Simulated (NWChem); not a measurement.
Species: C₂H₄AlCl; SMILES C=[CH][AlH][Cl]

```xyz
8

Al    -0.9338     0.0640     0.0000
H     -2.4398     0.5392     0.0000
Cl     0.5614     1.5586     0.0000
C     -0.3234    -1.7735     0.0000
C      0.9834    -2.0852     0.0000
H     -1.0353    -2.6115     0.0000
H      1.3434    -3.1222     0.0000
H      1.7622    -1.3125     0.0000
```
Atoms are numbered in this order, from 1.

Level: PBE0/def2-SVP (NWChem), optimised geometry, unscaled harmonic frequencies. 

List the harmonic frequencies with IR intensities, and the thermochemistry.


```
frequency (cm⁻¹)  IR intensity (km/mol)
----------------  ---------------------
111                                 2.5
113                                 0.2
327                                20.1
366                                11.8
506                                44.0
537                               154.1
611                                10.3
713                               267.9
994                                14.5
1019                               26.0
1057                               14.9
1266                                1.0
1417                               23.8
1658                               22.8
1977                              198.8
3124                               15.8
3145                                6.2
3220                                5.7
```

- zero-point energy = 31.7 kcal/mol
- thermal correction to the enthalpy at 298.15 K (with zero-point energy) = 35.9 kcal/mol
- heat capacity Cv = 18.6 cal/(mol K)
- entropy at 298.15 K and 1 atm (symmetry number 1) = 76.8 cal/(mol K)
- dipole moment = 1.82 D

Rigid rotor and harmonic oscillator.
